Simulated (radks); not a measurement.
Results of a calculation; reference values are marked as such.
Neutral zinc, configuration [Ar] 3d10 4s1 5f1 (not the ground configuration). Level of theory: scalar-relativistic Kohn-Sham, PBEsol, spin-polarised, spherical densities, finite nucleus; open shells are filled with parallel spins first; Fermi nuclear charge, rms radius 3.9283 fm (a radial shooting solver on a logarithmic mesh with Libxc functionals). Some entries of the table are withheld. Estimate them.

| orbital | occ. | eigenvalue (eV) | <1/r> (bohr^-1) |
|---|---|---|---|
| 1s up | 1 | -9525.630 | 30.21 |
| 1s down | 1 | -9525.581 | 30.21 |
| 2s down | 1 | -1165.533 | 6.581 |
| 2s up | 1 | -1165.521 | 6.581 |
| 2p down | 3 | -1011.742 | 6.459 |
| 2p up | 3 | -1011.741 | 6.459 |
| 3s up | 1 | (1) | (2) |
| 3s down | 1 | (3) | (4) |
| 3p up | 3 | -91.7192 | 1.932 |
| 3p down | 3 | -91.6892 | 1.934 |
| 3d up | 5 | -18.6609 | 1.512 |
| 3d down | 5 | -18.4420 | 1.527 |
| 4s up | 1 | -13.3801 | 0.5440 |
| 5f up | 1 | -0.3894 | 0.04349 |

Answer. 
(1) 3s up eigenvalue (eV): -137.3585
(2) 3s up <1/r> (bohr^-1): 2.087
(3) 3s down eigenvalue (eV): -137.3518
(4) 3s down <1/r> (bohr^-1): 2.088
